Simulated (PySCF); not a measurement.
## Aluminium: a sound run and one with changed settings

Sound run: Al⁺ [Ne] 3s2, Al²⁺ [Ne] 3s1. Calculation: PySCF 2.14, in jorge-DZP-DKH; scalar relativity by spin-free X2C-1e. In the sound run the correlated levels freeze [Ne]. The sound run starts from symmetry-adapted Hartree-Fock orbitals and uses a fine grid where one is needed.

Changed run: no relativity, point nucleus. This setting is unsound on purpose.

| species | method | sound run (hartree) | changed run (hartree) | converged |
| --- | --- | --- | --- | --- |
| Al⁺ | UHF | -242.10170 | -241.61127 | yes |
| Al⁺ | MN15 | -242.58515 | -242.06812 | yes |
| Al⁺ | B3LYP | -242.60305 | -242.10930 | yes |
| Al⁺ | MP2 | -242.12714 | -241.63675 | yes |
| Al⁺ | CCSD(T) | -242.14021 | -241.64988 | yes |
| Al²⁺ | UHF | -241.45702 | -240.96793 | yes |
| Al²⁺ | MN15 | -241.90097 | -241.38536 | yes |
| Al²⁺ | B3LYP | -241.90629 | -241.41400 | yes |

Ionisation energy of Al⁺:

```
 method  sound run (eV)  changed run (eV)
    UHF          17.543            17.506
   MN15          18.618            18.579
  B3LYP          18.960            18.920
    MP2          18.235            18.199
SCS-MP2          18.373            18.338
   CCSD          18.591            18.557
CCSD(T)          18.591            18.557
  CCSDT          18.591            18.557
    FCI          18.591            18.557
```

Most of the change in total energy is the relativistic energy itself. On top of that the contraction fixes the core shape for the Hamiltonian it was made with, so the changed run is not a good calculation with the other Hamiltonian either.

For comparison, NIST gives 18.829 eV between the lowest levels.
